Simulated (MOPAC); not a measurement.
A run for MOPAC: PM6 on RhF, 2S+1 = 3, a spin state set in the input, which need not be the lowest, a point of a bond scan (R = 1.795 Å).

```
PM6 1SCF PRECISE CHARGE=0 UHF MS=1 THREADS=1
FRh

Rh     0.00000000 1     0.00000000 1     0.00000000 1
F      0.00000000 1     0.00000000 1     1.79463700 1
```

Output:

```
*******************************************************************************
 **                                                                           **
 **                              MOPAC v23.2.5                                **
 **                                                                           **
 *******************************************************************************
 ** MOPAC's Digital Object Identifier: https://doi.org/10.5281/zenodo.6511958 **
 **                                                                           **
 ** Please cite the open-source release paper for use of this MOPAC version:  **
 ** J. E. Moussa and J. J. P. Stewart (2026)                                  **
 ** MOPAC: An open-source semiempirical molecular orbital program             **
 ** J. Open Source Softw., 11(119), 8025, https://doi.org/10.21105/joss.08025 **
 *******************************************************************************

                              PM6 CALCULATION RESULTS

 *******************************************************************************
 *  PM6        - The PM6 Hamiltonian to be used
 *  UHF        - UNRESTRICTED HARTREE-FOCK CALCULATION
 *
 *
 *
 *                 CHARGE ON SYSTEM = 0
 *
 *
 *
 *  MS=        - IN MECI, MAGNETIC COMPONENT OF SPIN =  1.0
 *  PRECISE    - TIGHTER CRITERIA TO BE USED
 *  1SCF       - DO 1 SCF AND THEN STOP
 *  THREADS=1  - MULTI-THREADING NOT USED
 *  T=         - A TIME OF 172800.0 SECONDS REQUESTED
 *  DUMP=N     - RESTART FILE WRITTEN EVERY 7200.0 SECONDS REQUESTED
 *******************************************************************************
PM6 1SCF PRECISE CHARGE=0 UHF MS=1 THREADS=1
 FRh

   ATOM   CHEMICAL          X               Y               Z
  NUMBER   SYMBOL      (ANGSTROMS)     (ANGSTROMS)     (ANGSTROMS)

     1      Rh          0.00000000  *   0.00000000  *   0.00000000  *
     2       F          0.00000000  *   0.00000000  *   1.79463700  *



          CARTESIAN COORDINATES

    NO.       ATOM           X           Y           Z

     1        Rh          0.0000      0.0000      0.0000
     2         F          0.0000      0.0000      1.7946

 General Reference for PM6:
 "Optimization of Parameters for Semiempirical Methods V: Modification of NDDO Approximations
 and Application to 70 Elements", J. J. P. Stewart, J. Mol. Mod., 13, 1173-1213 (2007)
 URL: https://link.springer.com/article/10.1007/s00894-007-0233-4

           Empirical Formula: Rh F  =     2 atoms



      MOLECULAR POINT GROUP   :   C*v


          UHF CALCULATION, NO. OF ALPHA ELECTRONS =    9
                           NO. OF BETA  ELECTRONS =    7

 -------------------------------------------------------------------------------
 PM6 1SCF PRECISE CHARGE=0 UHF MS=1 THREADS=1
 FRh



     1SCF WAS SPECIFIED, SO BFGS WAS NOT USED
     SCF FIELD WAS ACHIEVED


                              PM6 CALCULATION
                                                       MOPAC v23.2.5 Linux




          FINAL HEAT OF FORMATION =        116.21013 KCAL/MOL =     486.22320 KJ/MOL


          COSMO AREA              =         88.82 SQUARE ANGSTROMS
          COSMO VOLUME            =         76.97 CUBIC ANGSTROMS

          IONIZATION POTENTIAL    =          7.724895 EV
          ALPHA SOMO LUMO (EV)    =         -7.725 -3.879
          BETA  SOMO LUMO (EV)    =         -9.226 -6.147
          NO. OF ALPHA ELECTRONS  =          9
          NO. OF BETA  ELECTRONS  =          7
          MOLECULAR WEIGHT        =        121.9039         POINT GROUP:  C*v

          MOLECULAR DIMENSIONS (Angstroms)

            Atom       Atom       Distance
            F     2   Rh     1     1.79464
            F     2   Rh     1     0.00000
           Rh     1    F     2     0.00000


          SCF CALCULATIONS        =          1





   ATOM   CHEMICAL          X               Y               Z
  NUMBER   SYMBOL      (ANGSTROMS)     (ANGSTROMS)     (ANGSTROMS)

     1      Rh          0.00000000  *   0.00000000  *   0.00000000  *
     2       F          0.00000000  *   0.00000000  *   1.79463700  *

                             CARTESIAN COORDINATES

   1   Rh        0.000000000     0.000000000     0.000000000
   2    F        0.000000000     0.000000000     1.794637000


           Empirical Formula: Rh F  =     2 atoms



      MOLECULAR POINT GROUP   :   C*v


          ALPHA EIGENVALUES
 -42.07596 -16.97467 -16.87689 -14.14564 -10.20898  -9.90846  -9.89298  -9.88340
  -7.72489  -3.87901   0.25513   0.86102   0.87865


           BETA EIGENVALUES
 -42.00831 -16.98570 -16.74260 -13.94272  -9.49821  -9.23121  -9.22594  -6.14698
  -4.13602  -3.32813   0.93319   0.94994   1.10953


              NET ATOMIC CHARGES AND DIPOLE CONTRIBUTIONS

  ATOM NO.   TYPE          CHARGE      No. of ELECS.   s-Pop       p-Pop       d-Pop
    1         Rh           0.079812        8.9202     0.78291     0.06772     8.06956
    2          F          -0.079812        7.0798     1.98648     5.09333
 DIPOLE           X         Y         Z       TOTAL
 POINT-CHG.     0.000     0.000    -0.688     0.688
 HYBRID         0.000     0.000    -0.541     0.541
 SUM            0.000     0.000    -1.229     1.229


          ATOMIC ORBITAL ELECTRON POPULATIONS

     Atom    s        px        py        pz      x^2-y^2     xz        z^2       yz        xy
    1 Rh   0.78291   0.00078   0.00081   0.06613   1.99671   1.99995   1.04200   1.03090   2.00000
    2  F   1.98648   1.99927   1.96829   1.12577


                    (SZ)    =    1.000000
                    (S**2)  =    2.008898


          ATOMIC ORBITAL SPIN POPULATIONS

    Atom   Total    s     px     py     pz   x^2-y^2  xz     z^2    yz     xy
         Atomic
    1 Rh  1.9820  0.755 -0.000 -0.000  0.033  0.003  0.000  0.223  0.969  0.000
    2  F  0.0180  0.003 -0.000  0.031 -0.016

 **********************
 *                    *
 * JOB ENDED NORMALLY *
 *                    *
 **********************




 == MOPAC DONE ==
```

The run finished.

Cost: very roughly 0.020 core-seconds.
